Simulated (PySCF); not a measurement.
ClF2HOSi. Atoms are numbered in the order given.

```xyz
6

O      1.6355    -0.4749    -0.5433
Si     0.1139    -0.3253     0.0010
F     -0.0355    -0.8559     1.5037
F     -0.8112    -1.2380    -0.9229
Cl    -0.5510     1.5918    -0.0387
H      2.3088     0.1390    -0.2372
```

Coordinates come from a PBE0-D3(BJ)/def2-SVP optimisation. One conformer was computed; it need not be the lowest.

Method: PBE0-D3(BJ)/def2-SVP (PySCF).

Frequencies are harmonic and unscaled.

| mode | ν (cm⁻¹) | IR (km/mol) | Raman (Å⁴/amu) | depolarisation | moving atoms (share of kinetic energy) |
|---|---|---|---|---|---|
| 1 | 116 | 97.4 | 1.9 | 0.75 | H 79 %, F 11 % |
| 2 | 214 | 0.6 | 1.0 | 0.75 | F 67 %, Cl 19 %, O 9 % |
| 3 | 241 | 35.4 | 1.0 | 0.75 | O 35 %, F 26 %, H 18 %, Cl 16 % |
| 4 | 325 | 24.9 | 1.5 | 0.58 | F 41 %, O 24 %, Si 18 %, H 9 %, Cl 8 % |
| 5 | 334 | 27.2 | 1.8 | 0.63 | F 49 %, O 19 %, Si 17 %, Cl 14 % |
| 6 | 340 | 38.7 | 1.6 | 0.60 | F 47 %, O 20 %, Cl 17 %, Si 15 % |
| 7 | 579 | 86.9 | 4.9 | 0.06 | Si 35 %, Cl 34 %, F 16 %, O 12 % |
| 8 | 759 | 227.2 | 1.2 | 0.58 | H 78 %, O 14 % |
| 9 | 865 | 194.6 | 4.2 | 0.02 | F 45 %, Si 32 %, O 20 % |
| 10 | 1004 | 189.8 | 0.7 | 0.49 | Si 50 %, F 47 % |
| 11 | 1034 | 165.0 | 1.1 | 0.63 | Si 48 %, O 30 %, F 15 % |
| 12 | 3950 | 161.1 | 55.8 | 0.28 | H 94 % |
